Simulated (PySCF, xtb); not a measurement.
C4H8OS, SMILES C[C@H]1O[C@H](C)S1.

Harmonic wavenumbers (cm⁻¹) from xtb 6.7.1 with GFN2-xTB at its own minimum, in rising order: 46, 181, 191, 229, 317, 343, 483, 558, 683, 719, 918, 948, 1003, 1007, 1092, 1094, 1111, 1121, 1164, 1181, 1297, 1303, 1388, 1390, 1463, 1463, 1472, 1473, 2883, 2884, 3031, 3031, 3042, 3043, 3046, 3048.

Task: What does PySCF with B3LYP-D3(BJ)/def2-SVP give at its own minimum? (The exact figures need the calculation; the answer reports its results.)

Result: 66, 229, 258, 265, 334, 365, 502, 567, 647, 714, 881, 928, 1001, 1014, 1106, 1107, 1123, 1134, 1216, 1270, 1349, 1378, 1393, 1399, 1450, 1452, 1456, 1459, 3027, 3028, 3032, 3035, 3114, 3114, 3138, 3138. Paired by order, the mean absolute difference is 37 cm⁻¹ and the zero-point energies are 71.0 and 72.5 kcal/mol.
